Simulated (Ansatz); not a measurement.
`S=C=CBBr` + NH₃ → `NBBr` + `C=C=S` at 500 K and 1 bar (ligand exchange at a B–C bond).

Isolated molecules relaxed with PBE0-D4/def2-TZVP in Ansatz; ΔE leaves out vibrations. CBS: MP2 limit from def2 TZ/QZ plus the TZ coupled-cluster correction, frozen cores. This one scheme is used for every species. For Br outer-core shells are correlated without core-valence functions, which leaves a few kJ/mol of doubt a bond. Scalar relativity is left out up to krypton. Each species was taken in one conformer, which may not be the lowest.

```
   species  CCSD(T)/CBS energy (Eh)  H − E (kJ/mol)  S (J/(mol·K))
`S=C=CBBr`              -3073.19240           129.5          385.5
       NH₃                -56.50880           108.2          211.8
    `NBBr`              -2654.70322           134.3          315.6
   `C=C=S`               -475.02456           102.0          284.0
```

H − E and S are ideal-gas, rigid-rotor, harmonic terms from PBE0-D4/def2-TZVP, for one conformer and one mirror image of each species. 1 Eh = 2625.50 kJ/mol, R = 8.31446 J/(mol·K).

Question: By hand: ΔE, ΔH, ΔS and ΔG.

Answer: ΔE = (-2654.70322) + (-475.02456) − (-3073.19240) − (-56.50880) = -0.02658 Eh = -69.8 kJ/mol. Δ(H − E) = 134.3 + 102.0 − 129.5 − 108.2 = -1.4, so ΔH = -71.2 kJ/mol. ΔS = 315.6 + 284.0 − 385.5 − 211.8 = 2.3 J/(mol·K). ΔG = -71.2 − 500 × (2.3)/1000 = -72.4 kJ/mol.

Question: By hand: the equilibrium constant, and the temperature at which ΔG would vanish if ΔH and ΔS stayed fixed.

Answer: log₁₀ K = −ΔG/(RT ln 10) = 7.6. ΔH and −TΔS have one sign here, so there is no such temperature.

The number of gas molecules stays the same, so ΔS is small and ΔH decides. A doubt of 5 kJ/mol in ΔE shifts log₁₀ K by 0.5 here. Other conformers and mirror images would add mixing entropy, several J/(mol·K) or more a flexible species. These are equilibria of isolated gas molecules and say nothing of rates. Largest T1 diagnostic: 0.017 (customary marks: 0.02 for closed shells, 0.045 for open ones).

ΔS is within the doubt of such terms, so its sign, and with it that verdict, could turn.
